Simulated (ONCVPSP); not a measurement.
## Logarithmic derivatives: beryllium, ONCV

```json
{"Element": "Be", "Generator": "ONCVPSP 4.0.1", "Type": "optimised norm-conserving Vanderbilt (ONCV)", "Functional": "PBEsol", "Relativity": "scalar-relativistic", "Frozen core": "[He]", "Valence charge": "2", "Reference configuration": "2s1.75 (charge +0.25)", "Partial waves": "2s: rc 2.25 bohr, ncon 3, nbas 6, qcut 3.2 1/bohr, 1 projector; p scattering state at 0.11 Ha: rc 2.20 bohr, ncon 3, nbas 8, qcut 4.4 1/bohr, 3 projectors, debl 0.8 Ha; d scattering state at 0.41 Ha: rc 2.20 bohr, ncon 5, nbas 9, qcut 4.5 1/bohr, 3 projectors, debl 0.8 Ha", "Local potential": "polynomial inside 1.60 bohr (lpopt 5, dvloc0 0 Ha)", "Core correction": "Teter function, fcfact 4.25, rcfact 1.3"}
```

In the p channel the program set the typed energies aside and used 0.050, 0.850, 1.650 Ha.

The phase is arctan(r·R′/R) of the radial function R(r), unwrapped; energies in Ha, scanned from -2 to 5 Ha. A pole is an energy at which the radial function vanishes at the test radius. The pseudo phase is shifted by a multiple of π to meet the all-electron one at the reference energy, and phase errors are pseudo minus all-electron; the curves can meet again beyond the range given. Levels narrower than the energy grid can be missing from the lists of poles.

For each channel, where are the poles, and over which energies does the pseudopotential scatter like the atom?

| channel | radius (bohr) | reference energy (Ha) | poles, all-electron | poles, pseudo | unbroken range about the reference energy with phases within 0.05 rad | phase error 1 Ha above the reference energy (rad) |
| --- | --- | --- | --- | --- | --- | --- |
| s | 2.29 | -0.27 | 0.59, 4.61 | 0.53, 2.68 | below 0.8 | -0.040 |
| p | 2.24 | 0.05 | 0.61, 3.92 | 0.61, 3.91 | the whole range | -0.000 |
| d | 2.24 | 0.41 | 2.27 | 2.27 | the whole range | +0.000 |

Note: ghosts flagged at negative energy: d at -2282.7 eV; GHOST(+) flags only above 600 eV. A true bound ghost makes a file unfit for plane-wave use.

Phases in the s channel:

```
E (Ha)  all-electron  pseudo
 -1.98         1.232   1.230
 -1.62         1.161   1.158
 -1.26         1.031   1.027
 -0.90         0.727   0.719
 -0.54        -0.171  -0.176
 -0.18        -1.081  -1.081
  0.18        -1.401  -1.408
  0.54        -1.554  -1.577
  0.90        -1.666  -1.737
  1.26        -1.790  -2.118
  1.62        -2.005  -3.973
  1.98        -2.666  -4.497
  2.34        -3.922  -4.636
  2.70        -4.348  -4.717
  3.06        -4.500  -4.786
  3.42        -4.580  -4.870
  3.78        -4.631  -5.014
  4.14        -4.670  -5.439
  4.50        -4.703  -6.870
  4.86        -4.733  -7.468
```
